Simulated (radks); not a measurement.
Question: The mean radii <r> (bohr) of the occupied orbitals of an atom or ion are listed with their occupations. Method: non-relativistic Kohn-Sham, LDA (Slater exchange, Perdew-Wang correlation), spin-unpolarised, spherical densities, point nucleus; computed with a radial shooting solver on a logarithmic mesh with Libxc functionals.

| orbital | occ. | <r> |
|---|---|---|
| 1s | 2 | 0.07032 |
| 2s | 2 | 0.3285 |
| 2p | 6 | 0.2913 |
| 3s | 2 | 0.9824 |
| 3p | 6 | 1.028 |

Name the element and its charge.

Answer: Z = 22, titanium, charge +4: Ti4+ in [Ar]. The 1s radius gives Z: for a bare nucleus <r> = 1.5/Z, 0.06818 bohr for Z = 22, and screening makes it slightly larger (0.07032 here). The occupations add up to 18, and the charge is Z minus that.
